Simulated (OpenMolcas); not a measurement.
## Levels of Pb2+ by method

```json
{"Program": "OpenMolcas", "Basis": "ANO-R2 [8s7p5d3f1g]", "Scalar Hamiltonian": "X2C, finite nucleus", "Active space": "2 electrons in 8 orbitals (6s 6p 7s 7p)", "State averaging": "2S+1 = 3 even, 1 root; 2S+1 = 1 even, 7 roots; 2S+1 = 3 odd, 3 roots; 2S+1 = 1 odd, 3 roots", "Spin-orbit coupling": "state interaction with AMFI integrals over the reference wave functions, term energies averaged over their components"}
```

Methods on the same reference wave functions:
A. CASSCF
B. SS-CASPT2, IPEA 0.25 Eh, imaginary shift 0.1 Eh (closed shells correlated: 5d)
C. MS-CASPT2, IPEA 0.25 Eh, imaginary shift 0.1 Eh (closed shells correlated: 5d)

Energies in cm-1 above 6s2 1S0, the measured ground level; measured values from Moore, Atomic Energy Levels, vol. III, NSRDS-NBS 35 (1971 reprint of NBS Circular 467, 1958).

| Level | A | B | C | Measured |
| --- | --- | --- | --- | --- |
| 6s2 1S0 | 0.0 | 0.0 | 0.0 | 0.0 |
| 6s 6p 3P* 0 | 56282 | 62000 | 62120 | 60397 |
| 6s 6p 3P* 1 | 60327 | 65630 | 65750 | 64391 |
| 6s 6p 3P* 2 | 71476 | 77190 | 77310 |  |
| 6s 6p 1P* 1 | 98229 | 93430 | 93550 | 95340 |

Deviations, from unrounded energies. A percentage is the sum of absolute deviations over the sum of measured energies, with the sign that they share, or ± where signs differ.

```tsv
Against measurement	Levels	A	B	C
mean absolute deviation (cm-1)	3	3700	1600	1600
other configurations (%)	3	±5.0	±2.2	±2.2
```

B, C lie about equally close to measurement and A furthest from it. The largest miss of B in the table is 6s 6p 1P* 1, by -1900 cm-1. The ranking rests on the paired levels alone, and a cruder setting can come out closer through cancelling errors.

Between B and C the level of the table that moves most is 6s 6p 3P* 0, by 120 cm-1 (lowest in B, highest in C). Moves below CASPT2's spread within the term are not significant.

The lowest spin-free term lies below A's lowest term by 0.397 hartree in B, 0.397 hartree in C.

Over all roots computed the reference weight is 0.85 to 0.94 in B, 0.85 to 0.94 in C; the roots of lowest weight are the least certain, and an intruder state may touch them. The run also gave levels led by 6s 7s, which use shells meant for correlation; these and all levels above them are left out. Spin-orbit splittings of 6p shells tend to come out small when the coupling is added on scalar orbitals. Computed and measured levels are paired by configuration, term and J; levels that our copy of the source lacks, or whose pairing is in doubt (as where it misses far off the trend of its configuration), stay unpaired and out of the deviations. Levels of configurations outside the active space are missing. Levels that lie high or do not pair safely by name in every column are left out.

* marks odd parity.
